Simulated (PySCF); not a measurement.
Bonds (- single, = double, # triple, : aromatic): C1-C2, C2#C3, C3-C4, C4:C5, C5:C6, C6:C7, C7-C8, C7:C9, C9:C10, C10:C4. C1 carries H11, H12, H13; C5 carries H14; C6 carries H15; C8 carries H16, H17, H18; C9 carries H19; C10 carries H20.

- coordinates at the PBE0-D3(BJ)/def2-SVP level
- GIAO PBE0/pcSseg-1 shieldings
- run in PySCF 2.14.0 with density-fitted response routines
- one averaged value for each set of equivalent atoms, gas phase, a single conformation, non-relativistic

References, each an isolated molecule treated in the same way: TMS for ¹³C.

Do the ¹³C shifts follow the atomic charges (in e)? Tabulate both.

Results:


```tsv
atoms	hybridisation	δ (ppm)	σ para (ppm)	Hirshfeld	IAO	Mulliken	ESP-fitted
C7	sp2	142.0	-220	+0.01	+0.02	-0.31	+0.37
C5/C10	sp2	138.7	-206	-0.04	-0.14	-0.00	-0.23
C6/C9	sp2	133.8	-203	-0.05	-0.16	-0.04	-0.35
C4	sp2	126.4	-206	-0.00	-0.02	-0.40	+0.43
C2	sp	93.5	-178	-0.05	-0.05	-0.28	+0.29
C3	sp	86.0	-147	-0.07	-0.07	+0.29	-0.57
C8	sp3	23.3	-82	-0.11	-0.42	-0.14	-0.53
C1	sp3	5.6	-73	-0.10	-0.43	-0.22	-0.54
```

Correlation coefficients of δ with charge over these carbons: Hirshfeld +0.84, IAO +0.86, Mulliken -0.03, ESP-fitted +0.60; with the paramagnetic shielding -0.99. Among the 4 sp2 carbons alone: Hirshfeld -0.00, IAO +0.01, Mulliken +0.36, ESP-fitted -0.19. With so few points, grouped by hybridisation, these coefficients are fragile. Charge is one influence among several: hybridisation and low-lying excitations act through the paramagnetic term.

Shifts are as computed. Against solution values, carbons near 30 ppm lie about +2 ppm off and those near 130 ppm about +5 ppm. Of 1211 compounds with measured shifts, 218 miss one by over three times the rms of a fit or turn the order of signals round; such compounds aren't used in these exercises.
